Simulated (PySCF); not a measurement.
## Correlation energy of Ag (silver, neutral)

[Kr] 4d10 5s1, 2S determinant. All numbers are calculated (PySCF 2.14, the spin-free X2C one-electron Hamiltonian (Gaussian nucleus), in x2c-TZVPPall (8s6p6d2f1g, 79 functions)). Frozen: [Kr]; 11 electrons correlated.

```csv
level,correlation energy (mhartree)
CCSD,-360.06
(T),-12.90
CCSD(T),-372.96
```

Diagnostics: T1 = 0.016, D1 = 0.0691, largest double amplitude 0.023.

Cost of the coupled-cluster step: of the order of 23 core-seconds, for 11 correlated electrons.
